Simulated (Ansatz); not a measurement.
A run for Ansatz (an electronic-structure program): R-PBE0/def2-TZVPP on AlClH3N (SMILES [NH2][AlH][Cl]), a point of a torsion scan.

Ansatz 0.2 input:
```yaml
crystal:
  periodic: [false, false, false]
  atoms:
    - {symbol: N, position_ang: [-0.99654224, -0.13647064, -0.00638070]}
    - {symbol: Al, position_ang: [0.73093740, 0.25711643, 0.08546692]}
    - {symbol: Cl, position_ang: [1.94786540, -0.35261597, 1.58284073]}
    - {symbol: H, position_ang: [-1.53313004, -0.68600172, 0.65518777]}
    - {symbol: H, position_ang: [-1.61801302, 0.16010156, -0.74677045]}
    - {symbol: H, position_ang: [1.33126680, 1.10346246, -1.02873208]}
basis:
  gaussian:
    orbitals: def2-TZVPP
hamiltonian:
  xc: {name: PBE0}
scf: {lower_state_search: off}
```

Question: Predict the final total energy.

Answer: -759.0041 hartree.
